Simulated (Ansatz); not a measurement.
# Energy profile

The step: GaNH₄ ([NH2][GaH2]) + CH₄ → CH₅Ga ([CH3][GaH2]) + NH₃ (still joined by a long Ga–N bond); bonds formed: Ga1–C6, N2–H5; bonds broken: H5–C6; bonds weakened to dative contacts: Ga1–N2 (atoms numbered as in the saddle structure below).

```xyz
11
angstrom
Ga -0.5110 -0.2122 -1.0348
N 0.9649 1.0346 -0.5731
H -0.0068 -1.5044 -1.7564
H -1.8782 0.5170 -1.2441
H 0.4657 0.3147 0.4553
C -0.3314 -0.5971 1.1680
H 0.7991 2.0315 -0.5939
H 1.9019 0.8369 -0.8962
H 0.4757 -1.1820 1.6157
H -1.1284 -1.3230 0.9476
H -0.7515 0.0838 1.9119
```

Electronic energies by CCSD(T) at an estimated basis limit (MP2 extrapolated from triple and quadruple zeta, plus CCSD(T) − MP2 in triple zeta), on PBE0-D4/def2-TZVP structures; CH8GaN, singlet; no counterpoise correction. Ansatz 0.2.0; basis: def2-TZVPP and def2-QZVPP; cores frozen in the correlated methods. Filled d shells of the heavier atoms are correlated. The def2 sets are not built for correlating such inner shells, so the correlated values are less sure here. Extrapolation: Hartree–Fock as exp(−7.88 √X), correlation as X^−2.97.

**Question.** Give the profile in kJ/mol, counted from the separated reactants. (Judge from chemistry; the value comes from the calculation.)

**Answer.** Computed:
```csv
point,kJ/mol
"separated: GaNH4 (linked as [NH2][GaH2]; Ga1, N2, H3, H4, H7, H8; singlet) + CH4 (H5, C6, H9, H10, H11; singlet)",0.0
start structure,-5.7
saddle,142.1
end structure,-21.1
"separated: CH5Ga (linked as [CH3][GaH2]; Ga1, H3, H4, C6, H9, H10, H11; singlet) + NH3 (N2, H5, H7, H8; singlet)",71.5
```

The T1 diagnostic stays at or below 0.015. The start structure is not quite a true minimum (one mode of 52i cm⁻¹).

For scale, one of the runs: CCSD(T)/def2-TZVPP, 222 basis functions, launched by `ansatz run in.yaml --threads 4 --pin off --events-out ev --progress --plain --max-ram 9574MiB`. Hardware: 4 CPU threads of an Arm Neoverse V2, shared host. Wall time 65 s; peak host memory 3.5 GiB.
